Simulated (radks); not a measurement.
Values are calculated unless marked as measured or tabulated.
All-electron atom: Ge+ in [Ar] 3d9 4s2 4p2 (not the ground configuration). Code: a radial shooting solver on a logarithmic mesh with Libxc functionals. Model: scalar-relativistic Kohn-Sham, OLYP, spin-polarised, spherical densities, finite nucleus; open shells are filled with parallel spins first; Fermi nuclear charge, rms radius 4.0742 fm.

Radial electron density D(r) = 4 pi r^2 rho(r):

```
   r/bohr * D(r) (the largest magnitude, 45.9, reaches the edge; | marks zero)
  0.00211 | *
 0.002436 | *
 0.002836 |  *
 0.003276 |  *
 0.003783 |   *
 0.004404 |     *
 0.005086 |      *
 0.005921 |        *
 0.006838 |          *
 0.007961 |             *
 0.009194 |                *
  0.01062 |                    *
  0.01236 |                        *
  0.01428 |                            *
  0.01662 |                                 *
  0.01919 |                                     *
  0.02217 |                                         *
   0.0258 |                                            *
   0.0298 |                                              *
  0.03469 |                                              *
  0.04007 |                                             *
  0.04627 |                                           *
  0.05387 |                                        *
  0.06221 |                                      *
  0.07242 |                                     *
  0.08364 |                                       *
  0.09737 |                                           *
   0.1125 |                                                *
   0.1299 |                                                     *
   0.1512 |                                                      *
   0.1746 |                                                   *
   0.2033 |                                            *
   0.2348 |                                    *
   0.2711 |                             *
   0.3156 |                          *
   0.3645 |                           *
   0.4243 |                               *
   0.4901 |                                 *
   0.5705 |                                *
   0.6589 |                            *
   0.7609 |                     *
   0.8858 |              *
    1.023 |         *
    1.191 |     *
    1.375 |    *
    1.588 |   *
    1.849 |  *
    2.136 |  *
    2.486 | *
    2.871 |*
    3.316 |*
     3.86 *
    4.458 *
     5.19 *
    5.994 *
    6.978 *
    8.059 *
```

D(r) has 3 maxima, at r = 0.0328, 0.148, 0.514 bohr, and minima at 0.0696, 0.326 bohr, inside which lie 2.09, 10.95 electrons.
